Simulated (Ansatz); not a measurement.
Isolated molecules relaxed with PBE0-D4/def2-TZVP in Ansatz; ΔE leaves out vibrations. CBS: MP2 limit from def2 TZ/QZ plus the TZ coupled-cluster correction, frozen cores. This one scheme is used for every species. DFT in def2-TZVPP. B3LYP here is the variant with VWN-RPA as its local correlation; programs differ in this. HSE06 is defined as in plane-wave codes.

Reaction (ligand exchange at the Si–C bond): `B[SiH2]C#N` + HCl → `B[SiH2]Cl` + `C#N`

```json
{"level": "LDA (SPW92)", "ΔE (kJ/mol)": "-47.2", "difference from CCSD(T)/CBS": "4.1"}
{"level": "PBE-D4", "ΔE (kJ/mol)": "-48.9", "difference from CCSD(T)/CBS": "2.4"}
{"level": "revPBE-D4", "ΔE (kJ/mol)": "-48.8", "difference from CCSD(T)/CBS": "2.5"}
{"level": "r2SCAN-D4", "ΔE (kJ/mol)": "-51.6", "difference from CCSD(T)/CBS": "-0.3"}
{"level": "B97M-V", "ΔE (kJ/mol)": "-52.4", "difference from CCSD(T)/CBS": "-1.1"}
{"level": "PBE0-D4", "ΔE (kJ/mol)": "-50.9", "difference from CCSD(T)/CBS": "0.4"}
{"level": "B3LYP-D4", "ΔE (kJ/mol)": "-50.1", "difference from CCSD(T)/CBS": "1.2"}
{"level": "r2SCANh-D4", "ΔE (kJ/mol)": "-52.2", "difference from CCSD(T)/CBS": "-0.9"}
{"level": "r2SCAN0-D4", "ΔE (kJ/mol)": "-53.1", "difference from CCSD(T)/CBS": "-1.8"}
{"level": "HSE06-D4", "ΔE (kJ/mol)": "-50.9", "difference from CCSD(T)/CBS": "0.4"}
{"level": "BHLYP-D4", "ΔE (kJ/mol)": "-53.0", "difference from CCSD(T)/CBS": "-1.7"}
{"level": "CAM-B3LYP-D4", "ΔE (kJ/mol)": "-50.0", "difference from CCSD(T)/CBS": "1.3"}
{"level": "ωB97X-V", "ΔE (kJ/mol)": "-51.7", "difference from CCSD(T)/CBS": "-0.4"}
{"level": "ωB97M-V", "ΔE (kJ/mol)": "-52.5", "difference from CCSD(T)/CBS": "-1.2"}
{"level": "B2PLYP", "ΔE (kJ/mol)": "-50.3", "difference from CCSD(T)/CBS": "1.0"}
{"level": "PBE-QIDH", "ΔE (kJ/mol)": "-51.8", "difference from CCSD(T)/CBS": "-0.5"}
{"level": "revPBE", "ΔE (kJ/mol)": "-48.7", "difference from CCSD(T)/CBS": "2.6"}
{"level": "BLYP", "ΔE (kJ/mol)": "-48.0", "difference from CCSD(T)/CBS": "3.3"}
{"level": "r2SCAN", "ΔE (kJ/mol)": "-51.7", "difference from CCSD(T)/CBS": "-0.4"}
{"level": "PBE0", "ΔE (kJ/mol)": "-50.9", "difference from CCSD(T)/CBS": "0.4"}
{"level": "B3LYP", "ΔE (kJ/mol)": "-49.8", "difference from CCSD(T)/CBS": "1.5"}
{"level": "r2SCANh", "ΔE (kJ/mol)": "-52.4", "difference from CCSD(T)/CBS": "-1.1"}
{"level": "r2SCAN0", "ΔE (kJ/mol)": "-53.3", "difference from CCSD(T)/CBS": "-2.0"}
{"level": "HSE06", "ΔE (kJ/mol)": "-50.9", "difference from CCSD(T)/CBS": "0.4"}
{"level": "BHLYP", "ΔE (kJ/mol)": "-52.4", "difference from CCSD(T)/CBS": "-1.1"}
{"level": "CAM-B3LYP", "ΔE (kJ/mol)": "-49.9", "difference from CCSD(T)/CBS": "1.4"}
{"level": "LC-ωPBE", "ΔE (kJ/mol)": "-51.3", "difference from CCSD(T)/CBS": "0.0"}
{"level": "RPA@PBE/def2-TZVPP", "ΔE (kJ/mol)": "-44.6", "difference from CCSD(T)/CBS": "6.7"}
{"level": "HF/def2-SVP", "ΔE (kJ/mol)": "-52.7", "difference from CCSD(T)/CBS": "-1.4"}
{"level": "MP2/def2-SVP", "ΔE (kJ/mol)": "-47.0", "difference from CCSD(T)/CBS": "4.3"}
{"level": "CCSD/def2-SVP", "ΔE (kJ/mol)": "-46.6", "difference from CCSD(T)/CBS": "4.7"}
{"level": "CCSD(T)/def2-SVP", "ΔE (kJ/mol)": "-45.1", "difference from CCSD(T)/CBS": "6.2"}
{"level": "HF/def2-TZVPP", "ΔE (kJ/mol)": "-55.1", "difference from CCSD(T)/CBS": "-3.8"}
{"level": "SCS-MP2/def2-TZVPP", "ΔE (kJ/mol)": "-49.1", "difference from CCSD(T)/CBS": "2.2"}
{"level": "CCSD/def2-TZVPP", "ΔE (kJ/mol)": "-48.4", "difference from CCSD(T)/CBS": "2.9"}
{"level": "CCSD(T)/def2-TZVPP", "ΔE (kJ/mol)": "-47.3", "difference from CCSD(T)/CBS": "4.0"}
{"level": "HF/def2-QZVPP", "ΔE (kJ/mol)": "-55.0", "difference from CCSD(T)/CBS": "-3.7"}
{"level": "MP2/def2-QZVPP", "ΔE (kJ/mol)": "-52.3", "difference from CCSD(T)/CBS": "-1.0"}
{"level": "SCS-MP2/def2-QZVPP", "ΔE (kJ/mol)": "-51.4", "difference from CCSD(T)/CBS": "-0.1"}
{"level": "HF/CBS(def2)", "ΔE (kJ/mol)": "-55.0", "difference from CCSD(T)/CBS": "-3.7"}
{"level": "CCSD(T)/CBS", "ΔE (kJ/mol)": "-51.3", "difference from CCSD(T)/CBS": "0"}
```

Largest T1 diagnostic among the species: 0.014.

In def2-TZVPP, CCSD(T) changes the Hartree–Fock value by +7.7 kJ/mol (the triples alone add +1.0 kJ/mol) and MP2 by +5.1 kJ/mol. From BLYP to BHLYP (50 % exact exchange), in def2-TZVPP and without D4, ΔE moves by −4.4 kJ/mol. Leaving LDA and LC-ωPBE aside and taking each functional with its dispersion term where it has one, the values, not all of them listed here, spread over 4.7 kJ/mol, from r2SCAN0-D4 to BLYP-D4.
